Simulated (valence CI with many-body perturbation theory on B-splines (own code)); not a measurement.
## Ladder of approximations for Ce²⁷⁺

Calculated by configuration interaction combined with many-body perturbation theory (CI+MBPT): three valence electrons over a frozen Dirac-Fock core [Ar] 3d10, radial functions for each j: 11 s, 11 p, 9 d, 7 f, 5 g, 2 h, 1 i, with the one-electron correlation potential Σ1 (screened to all orders), the two-electron term Σ2, the three-electron term Σ3, Breit, model QED; selected single and double excitations, second order for the rest (own B-spline code, finite nucleus).

No measured spectrum was set against this ion. As an estimate, large intervals hold to a few tenths of a per cent, small ones and those within an open d or f shell to about a per cent.

Each rung adds one term. CI alone is the Dirac-Coulomb CI over the frozen core; QED comes last and gives the full result, which names the levels. Energies are above (4s^2 4p1/2) J=1/2 on the same rung, in cm⁻¹.

Levels are named by their leading jj configuration (3d3/2^4 stands for four electrons in 3d with j = 3/2), which in mixed levels can hold well under half, so a name can repeat and another be missing. Letters in brackets count levels of one name in rising energy.

| Level | CI alone |
| --- | --- |
| (4s^2 4p3/2) J=3/2 | 210532 |
| (4s 4p1/2^2) J=1/2 | 469966 |
| (4s 4p1/2 4p3/2) J=3/2 [a] | 620079 |
| (4s 4p1/2 4p3/2) J=5/2 | 663308 |
| (4s 4p1/2 4p3/2) J=3/2 [b] | 731504 |
| (4s 4p1/2 4p3/2) J=1/2 | 764462 |
| (4s 4p3/2^2) J=5/2 | 858789 |
| (4s 4p3/2^2) J=1/2 | 972934 |
| (4s 4p3/2^2) J=3/2 | 979743 |
| (4s^2 4d3/2) J=3/2 | 1077720 |
| (4s^2 4d5/2) J=5/2 | 1114030 |
| (4p1/2^2 4p3/2) J=3/2 | 1225650 |
| (4p1/2 4p3/2^2) J=3/2 | 1391480 |
| (4p1/2 4p3/2^2) J=5/2 | 1394590 |
| (4s 4p1/2 4d3/2) J=3/2 [a] | 1429460 |
| (4s 4p1/2 4d3/2) J=5/2 | 1463990 |

What do these energies become with core correlation, Breit and QED?

(4s^2 4p3/2) J=3/2 209696 (-836); (4s 4p1/2^2) J=1/2 470647 (+681); (4s 4p1/2 4p3/2) J=3/2 [a] 621642 (+1564); (4s 4p1/2 4p3/2) J=5/2 663315 (+7); (4s 4p1/2 4p3/2) J=3/2 [b] 728555 (-2949); (4s 4p1/2 4p3/2) J=1/2 756886 (-7576); (4s 4p3/2^2) J=5/2 858084 (-706); (4s 4p3/2^2) J=1/2 966941 (-5993); (4s 4p3/2^2) J=3/2 970905 (-8838); (4s^2 4d3/2) J=3/2 1067600 (-10115); (4s^2 4d5/2) J=5/2 1103840 (-10186); (4p1/2^2 4p3/2) J=3/2 1219550 (-6099); (4p1/2 4p3/2^2) J=3/2 1386100 (-5373); (4p1/2 4p3/2^2) J=5/2 1391310 (-3279); (4s 4p1/2 4d3/2) J=3/2 [a] 1426890 (-2570); (4s 4p1/2 4d3/2) J=5/2 1460330 (-3661).

How does the ionisation energy move along the ladder, and which term matters most?

CI alone 966.42, + Σ1 968.01, + Σ2 967.86, + Σ3 967.82, + Breit 966.93, + QED 966.96 eV. The largest step is Σ1, 1.59 eV. NIST lists 965 ± 4 eV (theoretical).
